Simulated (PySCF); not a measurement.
Screening by computed properties: pick the candidate that meets the target.

Species are written as SMILES; each is one conformer at its optimised geometry, gas phase, non-relativistic unless stated; the electronic structure was computed with PySCF and density fitting.

Dipoles, sizes and rotational constants follow the conformer. The torsions of the flexible species, by atom-mapped SMILES:
- `[CH:1]#[C:2]/[C:3](=[N:4]/[SiH3:5])[CH:6]1[CH2:7][CH2:8]1`: C2–C3–C6–C7 -35°
- `[CH2:1]=[CH:2][c:3]1[cH:4][cH:5][cH:6][n:7]1[SiH3:8]`: C1–C2–C3–C4 7°
- `[CH:1]#[C:2][SiH2:3]/[N:4]=[CH:5]\[CH:6]=[CH:7]/[CH3:8]`: C2–Si3–N4–C5 -121°, N4–C5–C6–C7 180°
- `[SiH3:1][CH2:2][c:3]1[cH:4][cH:5][cH:6][n:7][cH:8]1`: Si1–C2–C3–C4 -85°
- `[N:1]#[C:2][C@:3]1([CH2:4][SiH3:5])[C@@H:6]2[CH2:7][C@H:8]12`: C2–C3–C4–Si5 67°
- `[N:1]#[C:2][Si@@H:3]1[CH2:4][C@@H:5]1[CH:6]1[CH2:7][CH2:8]1`: C4–C5–C6–C7 49°

Task: Wanted: vertical ionisation energy above 11 eV (ΔSCF CAM-B3LYP/def2-SVPD) and lowest singlet excitation above 6 eV (TDDFT CAM-B3LYP/def2-SVPD), at PBE0-D3(BJ)/def2-SVP geometries. Which candidate meets both?
A. `C#C[SiH2]/N=C\C=C/C`
B. `[SiH3]Cc1cccnc1`
C. `O=C1OCCO1`
D. `N#C[C@]1(C[SiH3])[C@@H]2C[C@@H]21`
E. `C=CC1=CC=CN1[SiH3]`
F. `C#C/C(=N/[SiH3])C1CC1`

Result: C. Computed values:
```csv
species,vertical ionisation energy,lowest singlet excitation
C=CC1=CC=CN1[SiH3],7.57 eV,4.71 eV
C#C[SiH2]/N=C\C=C/C,8.72 eV,3.66 eV
C#C/C(=N/[SiH3])C1CC1,8.86 eV,3.86 eV
[SiH3]Cc1cccnc1,9.04 eV,5.00 eV
N#C[C@]1(C[SiH3])[C@@H]2C[C@@H]21,10.18 eV,7.33 eV
O=C1OCCO1,11.39 eV,7.08 eV
```

Task: Wanted: HOMO–LUMO gap below 7.5 eV (CAM-B3LYP/def2-SVPD) and lowest triplet excitation (Tamm–Dancoff) below 3.7 eV (TDA CAM-B3LYP/def2-SVPD), at PBE0-D3(BJ)/def2-SVP geometries. Which candidate meets both?
A. `C1(OCCO1)=O`
B. `N(/[SiH2]C#C)=C/C=C\C`
C. `N#C[Si@@H]1C[C@@H]1C1CC1`
D. `[SiH3]Cc1cccnc1`
E. `C=Cc1cccn1[SiH3]`
F. `C1C(/C(C#C)=N\[SiH3])C1`
G. `N#C[C@]1(C[SiH3])[C@@H]2C[C@@H]21`

Result: E. Computed values:
```csv
species,HOMO–LUMO gap,lowest triplet excitation (Tamm–Dancoff)
C=Cc1cccn1[SiH3],7.26 eV,2.91 eV
N(/[SiH2]C#C)=C/C=C\C,7.74 eV,3.16 eV
C1C(/C(C#C)=N\[SiH3])C1,8.04 eV,3.36 eV
N#C[Si@@H]1C[C@@H]1C1CC1,8.38 eV,4.36 eV
[SiH3]Cc1cccnc1,8.60 eV,4.11 eV
N#C[C@]1(C[SiH3])[C@@H]2C[C@@H]21,10.50 eV,6.15 eV
C1(OCCO1)=O,11.12 eV,6.59 eV
```

Task: Wanted: electronic spatial extent ⟨r²⟩ about the centre of nuclear charge between 1230 bohr² and 1300 bohr² (CAM-B3LYP/def2-SVPD) and HOMO energy below -8 eV (CAM-B3LYP/def2-SVPD), at PBE0-D3(BJ)/def2-SVP geometries. Which candidate meets both?
A. `C#C[SiH2]/N=C\C=C/C`
B. `[C@H]12[C@]([C@@H]2C1)(C[SiH3])C#N`
C. `C1COC(O1)=O`
D. `C=Cc1cccn1[SiH3]`
E. `[SiH3]/N=C(\C1CC1)C#C`

Result: B. Computed values:
```
                           species  electronic spatial extent ⟨r²⟩ about the centre of nuclear charge  HOMO energy
                       C1COC(O1)=O                                                          453 bohr²    -10.29 eV
                  C=Cc1cccn1[SiH3]                                                         1218 bohr²     -6.97 eV
[C@H]12[C@]([C@@H]2C1)(C[SiH3])C#N                                                         1238 bohr²     -9.51 eV
             [SiH3]/N=C(\C1CC1)C#C                                                         1393 bohr²     -8.48 eV
               C#C[SiH2]/N=C\C=C/C                                                         1905 bohr²     -8.29 eV
```

Task: Wanted: static isotropic polarisability between 100 au and 105 au (CAM-B3LYP/def2-SVPD) and dipole moment below 3.4 D (CAM-B3LYP/def2-SVPD), at PBE0-D3(BJ)/def2-SVP geometries. Which candidate meets both?
A. `N(/[SiH2]C#C)=C/C=C\C`
B. `C1C(/C(C#C)=N\[SiH3])C1`
C. `C=Cc1cccn1[SiH3]`
D. `N#C[C@]1(C[SiH3])[C@@H]2C[C@@H]21`
E. `C1(OCCO1)=O`
F. `[SiH3]Cc1cccnc1`
G. `N#C[Si@@H]1C[C@@H]1C1CC1`

Result: F. Computed values:
| species | static isotropic polarisability | dipole moment |
| --- | --- | --- |
| C1(OCCO1)=O | 44.1 au | 5.57 D |
| N#C[C@]1(C[SiH3])[C@@H]2C[C@@H]21 | 94.6 au | 4.72 D |
| N#C[Si@@H]1C[C@@H]1C1CC1 | 96.5 au | 3.74 D |
| [SiH3]Cc1cccnc1 | 103.0 au | 2.42 D |
| C1C(/C(C#C)=N\[SiH3])C1 | 106.3 au | 2.57 D |
| C=Cc1cccn1[SiH3] | 108.5 au | 1.30 D |
| N(/[SiH2]C#C)=C/C=C\C | 112.4 au | 3.12 D |
